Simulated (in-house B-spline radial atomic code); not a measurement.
How numerical settings move a run on neutral argon, [Ne] 3s2 3p6. Computed with a B-spline radial code for spherical atoms: scalar-relativistic (X2C) AM05, spherical fractional occupations, Fermi nucleus of rms radius 3.4274 fm.

Command:
```bash
python run_scf.py task.json out
```
Settings of the sound reference run:
```
Z                18
electrons        18
configuration    [Ne] 3s2 3p6
hamiltonian      x2c
method           am05
spin_polarised   False
nucleus          fermi
rms_radius       3.4274
mass_number      40
atomic_mass      39.96238
speed_of_light   137.036
knot_spacing     0.22
spline_order     8
gauss_points     12
box_radius       50
max_iterations   70
damping          0.5
damped_steps     3
diis_vectors     10
tolerance        1e-08
start            Thomas-Fermi
```

Run time, properties included: 0.3 s on 1 thread of Arm Neoverse N1, with other jobs on the host.

It converges in 9 iterations to -527.885146 hartree, with 3p at -10.2046 eV. The other runs change the listed settings, some to values that make no sense; their results aren't properties of the atom or ion. Radii are in bohr (the nuclear one in fm), a minus after a letter asks for a j subshell, and «unchanged» means within 1e-8 hartree. The run stops when the residual is below 10 × tolerance × max(1, Z/10), or a noise floor if that is larger, and the energy moves by less than 1e-8 × √|E| hartree; so very loose and very tight tolerances often act alike.

```tsv
changed settings	outcome
box_radius = 200	converged in 9 iterations, energy +1.49e-07 hartree from the reference
damped_steps = 0	converged in 8 iterations, energy unchanged, 3p level -2.9e-06 eV
gauss_points = 16, max_iterations = 5	not converged after 5 iterations, last residual 2.4e-03, last energy +2.47e-04 hartree from the reference
damped_steps = 30	converged in 19 iterations, energy unchanged, 3p level -5.0e-06 eV
box_radius = 25	converged in 9 iterations, energy -1.32e-08 hartree from the reference
damped_steps = 8	converged in 12 iterations, energy unchanged, 3p level -1.0e-05 eV
electrons = 21, configuration = [Ne] 3s2 3p6 4s3, max_iterations = 50	stopped with error: shell 4s holds at most 2 electrons
box_radius = 7.5	converged in 9 iterations, energy +2.32e-04 hartree from the reference, 3p level +1.6e-02 eV (the program warns: 3p reaches the box edge; 3s reaches the box edge)
knot_spacing = 1, max_iterations = 8, tolerance = 1e-13	not converged after 8 iterations, last residual 4.4e-06, last energy +1.37e+00 hartree from the reference
hamiltonian = dirac, method = hf, spin_polarised = True	stopped with error: spin polarisation is not served with the Dirac Hamiltonian
box_radius = 100	converged in 9 iterations, energy +1.20e-07 hartree from the reference
spline_order = 5, max_iterations = 100, damping = 0.95, damped_steps = 0, diis_vectors = 1	not converged after 100 iterations, last residual 5.1e-02, last energy +1.30e-01 hartree from the reference
max_iterations = 8, start = bare nucleus	not converged after 8 iterations, last residual 1.3e-05, last energy +7.32e-09 hartree from the reference
box_radius = 15	converged in 9 iterations, energy -1.08e-07 hartree from the reference, 3p level +3.0e-07 eV
```

Q: What happens with damped_steps = 1?

A: Converged in 9 iterations, energy unchanged, 3p level -2.8e-06 eV.

Q: What happens with box_radius = 10?

A: Converged in 9 iterations, energy +3.04e-06 hartree from the reference, 3p level +3.6e-04 eV (the program warns: 3p reaches the box edge).

Q: What happens with electrons = 19, configuration = [Ne] 3s2 3p6 3f1, max_iterations = 60?

A: Stopped with error: there is no 3f shell.

Q: What happens with box_radius = 5?

A: Converged in 9 iterations, energy +1.80e-02 hartree from the reference, 3p level +5.9e-01 eV (the program warns: 3p reaches the box edge; 3s reaches the box edge).
